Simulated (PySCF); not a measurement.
# From computed data to an observable: entropy of an ideal gas

BiF2, SMILES [F][Bi+][F] (connectivity only; charge and spin as stated), charge +1, multiplicity 1.

Geometry optimised at PBE-D3(BJ)/def2-TZVP. The spin state was assumed, not searched. The isomer is the one that the SMILES or the coordinates give; other isomers of the formula were not compared. The def2 effective core potentials stand for the cores of Bi; spin–orbit coupling is left out.

PBE-D3(BJ)/def2-TZVP run with PySCF gives the harmonic wavenumbers 180, 623, 633 cm⁻¹ and the rotational temperatures 0.4359, 0.2994, 0.1775 K. The molar mass is 246.98 g/mol, the symmetry number 2, the spin multiplicity 1.

Q: Work out the entropy at 298.15 K and 1 atm in the rigid-rotor, harmonic-oscillator model.

A: 
Translation (Sackur–Tetrode at 1 atm): S = R[1.5 ln M + 2.5 ln T − 1.16487] = 177.5 J/(mol K).
Rotation: q = (√π/σ) T^1.5/√(θA θB θC) = 30000, S = R[ln q + 3/2] = 98.2 J/(mol K).
Vibration: with u = 1.4388 ν/T, each mode gives R[u/(e^u − 1) − ln(1 − e^−u)]:
| ν (cm⁻¹) | modes | u | S (J/(mol K)) |
|---|---|---|---|
| 180 | 1 | 0.87 | 9.74 |
| 623 | 1 | 3.01 | 1.72 |
| 633 | 1 | 3.05 | 1.66 |
These are all the modes. Sum 13.1 J/(mol K).
Spin: R ln 1 = 0.0 J/(mol K).
Total 288.8 J/(mol K); the program's own thermochemistry gives 288.8. Translation makes up 61 % and vibration 5 %. Anharmonicity, hindered rotation and orbital degeneracy are left out.
